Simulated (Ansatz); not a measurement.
Molecule: sum formula BaOH, net charge 0, doublet state. It need not be the lowest isomer of its formula. SMILES: [OH][Ba]
Geometry from a B3LYP-D3(BJ)/def2-TZVP (Ansatz, a quantum-chemistry and plane-wave program) optimisation:
```xyz
3

Ba     0.0000     0.0000    -0.3193
O      0.0000     0.0000     1.8802
H      0.0000     0.0000     2.8389
```
Charge 0, spin multiplicity 2.

Parts of the frozen-core correlation energy in def2-SVP (Ansatz, hartree). Frozen orbitals: 5; correlated occupied orbitals by spin: 5 and 4; virtual: 39 and 40. UHF or UKS for open shells. No spin-orbit coupling. In def2 rows, elements after Kr have scalar-relativistic effective core potentials.

```json
[
 {"term": "reference (HF)", "value": "-100.51254"},
 {"term": "MP2 opposite-spin", "value": "___"},
 {"term": "MP2 same-spin", "value": "___"},
 {"term": "CCSD correlation", "value": "-0.21333"},
 {"term": "(T)", "value": "___"},
 {"term": "CCSDT minus CCSD(T)", "value": "-0.00015"},
 {"term": "T1 diagnostic", "value": "0.020"},
 {"term": "largest doubles amplitude", "value": "0.041"},
 {"term": "<S^2> of the reference", "value": "0.750"}
]
```

What belongs in the gaps?


- MP2 opposite-spin, value: -0.15393
- MP2 same-spin, value: -0.05695
- (T), value: -0.00453
